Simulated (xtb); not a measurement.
xtb input (GFN2-xTB):

```bash
xtb mol.xyz --gfn 2 --sp --chrg -1 --uhf 0
```
mol.xyz:
```
4

Pb     0.02234031     0.02121021     0.02109432
H      0.64612188    -1.25899188    -1.22459090
H     -1.22547334     0.71060977    -1.22286783
H     -1.25255404    -1.19085544     0.71772460
```

End of the output:

```
         :::::::::::::::::::::::::::::::::::::::::::::::::::::
         ::                     SUMMARY                     ::
         :::::::::::::::::::::::::::::::::::::::::::::::::::::
         :: total energy              -4.029159485965 Eh    ::
         :: gradient norm              0.013766891726 Eh/a0 ::
         :: HOMO-LUMO gap              9.067267556298 eV    ::
         ::.................................................::
         :: SCC energy                -4.030874682721 Eh    ::
         :: -> isotropic ES            0.124707544094 Eh    ::
         :: -> anisotropic ES          0.009470627131 Eh    ::
         :: -> anisotropic XC          0.006936099352 Eh    ::
         :: -> dispersion             -0.004307830795 Eh    ::
         :: repulsion energy           0.001715196757 Eh    ::
         :: add. restraining           0.000000000000 Eh    ::
         :: total charge              -1.000000000000 e     ::
         :::::::::::::::::::::::::::::::::::::::::::::::::::::

           -------------------------------------------------
          |                Property Printout                |
           -------------------------------------------------

    * Orbital Energies and Occupations

         #    Occupation            Energy/Eh            Energy/eV
      -------------------------------------------------------------
         1        2.0000           -0.6549761             -17.8228
         2        2.0000           -0.1795145              -4.8848
         3        2.0000           -0.1795145              -4.8848
         4        2.0000           -0.1568497              -4.2681 (HOMO)
         5                          0.1763663               4.7992 (LUMO)
         6                          0.1763663               4.7992
         7                          0.1982264               5.3940
      -------------------------------------------------------------
                  HL-Gap            0.3332160 Eh            9.0673 eV
             Fermi-level            0.0097583 Eh            0.2655 eV

     #   Z          covCN         q      C6AA      α(0)
     1  82 Pb       2.614     0.056   482.268    43.438
     2   1 H        0.871    -0.352    34.242     9.163
     3   1 H        0.871    -0.352    34.242     9.163
     4   1 H        0.871    -0.352    34.242     9.163

 Mol. C6AA /au·bohr⁶  :       1547.855533
 Mol. C8AA /au·bohr⁸  :     113210.376101
 Mol. α(0) /au        :         70.926891

Wiberg/Mayer (AO) data.
largest (>0.10) Wiberg bond orders for each atom

 ---------------------------------------------------------------------------
     #   Z sym  total        # sym  WBO       # sym  WBO       # sym  WBO
 ---------------------------------------------------------------------------
     1  82 Pb   2.613 --     3 H    0.871     4 H    0.871     2 H    0.871
     2   1 H    0.876 --     1 Pb   0.871
     3   1 H    0.876 --     1 Pb   0.871
     4   1 H    0.876 --     1 Pb   0.871
 ---------------------------------------------------------------------------

Topologies differ in total number of bonds
Writing topology from bond orders to xtbtopo.mol
Note: The following floating-point exceptions are signalling: IEEE_DENORMAL
normal termination of xtb

molecular dipole:
                 x           y           z       tot (Debye)
 q only:        1.221       1.160       1.153
   full:        1.678       1.593       1.584       7.127
molecular quadrupole (traceless):
                xx          xy          yy          xz          yz          zz
 q only:        0.026       0.364      -0.011       0.362       0.343      -0.015
  q+dip:        0.024       0.325      -0.010       0.324       0.307      -0.014
   full:        0.006       0.081      -0.003       0.081       0.076      -0.003

           -------------------------------------------------
          | TOTAL ENERGY               -4.029159485965 Eh   |
          | GRADIENT NORM               0.013766891726 Eh/α |
          | HOMO-LUMO GAP               9.067267556298 eV   |
           -------------------------------------------------

------------------------------------------------------------------------
------------------------------------------------------------------------
 total:
 SCF:
```

Whether it binds its extra electron was not tested at this geometry.
